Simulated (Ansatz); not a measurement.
Isolated molecules relaxed with PBE0-D4/def2-TZVP in Ansatz; ΔE leaves out vibrations. CCSD(T)/CBS is the MP2 limit (def2-TZVPP, def2-QZVPP) plus CCSD(T) − MP2 in def2-TZVPP, frozen cores. DFT in def2-TZVPP. One conformer a species, not always the lowest.

Reaction (ligand exchange at the Si–O bond): `C[SiH2]OB(N)F` + `C=C(O)F` → `C=C(F)O[SiH2]C` + `NB(O)F`

```tsv
level	ΔE (kJ/mol)
PBE-D4	10.0
B2PLYP	11.5
CCSD/def2-TZVPP	11.4
HF/def2-QZVPP	16.6
```

Problem. What does CCSD(T)/CBS give? (Best estimate.)

Solution. Ansatz gave: +11.0 kJ/mol. The listed levels differ from it by -1.0, 0.5, 0.4, 5.6 kJ/mol.

Largest T1 diagnostic among the species: 0.012.

In def2-TZVPP, CCSD(T) changes the Hartree–Fock value by −5.7 kJ/mol (the triples alone add −1.1 kJ/mol) and MP2 by −6.8 kJ/mol.
